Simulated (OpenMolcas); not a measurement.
## 4d⁴ along the 40-electron sequence

```yaml
Program: OpenMolcas 26.06
Method: MS-RASPT2, IPEA 0.25 Eh, imaginary shift 0.1 Eh
Basis: ANO-RCC-VQZP
Scalar_Hamiltonian: DKH2, point nucleus
Spin-orbit_coupling: state interaction with AMFI integrals over the reference wave functions, term energies averaged over their components
```

Active space for each ion: 10 electrons in 8 orbitals (RAS1 4p, at most 2 holes; RAS2 4d); closed shells correlated by CASPT2: 4s.

Computed levels in cm-1 above ⁵D₀:

```tsv
Level	Mo2+	Tc3+	Ru4+	Rh5+	Pd6+	Ag7+
⁵D₁	248	352	491	670	902	1214
⁵D₂	687	960	1313	1750	2290	2990
⁵D₃	1260	1740	2340	3060	3930	5000
⁵D₄	1928	2640	3500	4510	5700	7120
³P₀(1)	12050	14810	16980	18840	20630	22180
³H₄	13150	15650	17870	19900	22000	24190
³P₁(1)	13330	16620	19430	22020	24650	27180
³H₅	13730	16480	19040	21480	24100	26940
³H₆	14230	17190	19980	22680	25600	28790
weight of ⁵D in the lowest level (%)	98	98	97	96	95	93
```

Mixed levels, with the weight of the term that names them: Pd6+ ³H₄ (75 %), Ag7+ ³H₄ (71 %).

Measured, with the error of the calculation in %. Measured levels: Mo2+ from Sugar and Musgrove, J. Phys. Chem. Ref. Data 17, 155 (1988); Ag7+ from Atoms 5, 11 (2017), spectra Ag VII to Ag IX.

```csv
Level,Mo2+,Ag7+
⁵D₁,242 (+2.6),1340 (-9.4)
⁵D₂,668 (+2.9),3212 (-7.0)
⁵D₃,1224 (+2.9),5292 (-5.5)
⁵D₄,1872 (+3.0),7443 (-4.3)
³P₀(1),11149 (+8.1),21309 (+4.1)
³H₄,12680 (+3.7),23302 (+3.8)
³P₁(1),12510 (+6.6),26526 (+2.5)
³H₅,13276 (+3.4),26250 (+2.6)
³H₆,13811 (+3.1),28185 (+2.1)
```

The fine-structure level ⁵D₄ changes by a factor of 3.69 from Mo2+ to Ag7+. Its fourth root runs 6.63, 7.17, 7.69, 8.19, 8.69, 9.19, with steps per unit of Z of 0.54, 0.52, 0.50, 0.49, 0.50; equal steps would mean a (Z - σ)^4 law with constant σ.

³P₀(1) changes by a factor of 1.84 over the same range, with steps per unit of Z of +2760, +2170, +1860, +1790, +1550 cm-1.

CASPT2 does not keep the components of a term degenerate, so their means are used; among the terms shown or strongly mixed into the levels shown the widest spread is 900 cm-1 (4d⁴ ³H, Rh5+). Active for correlation alone: 4p; no level in the range computed is led by a configuration that opens it, so any true level of that kind is missing. The CASPT2 spread within a term exceeds the gap to the next term for 4d⁴ ³H and 4d⁴ ³P(1), so the order of their levels is uncertain (holds for Mo2+). Computed and measured levels are paired by configuration, term and J; levels that our copy of the source lacks, or whose pairing is in doubt (as where it misses far off the trend of its configuration), stay unpaired and out of the deviations. Only configurations of the active space appear.

A number in round brackets counts repeated terms of one configuration in the order of the reference energies.
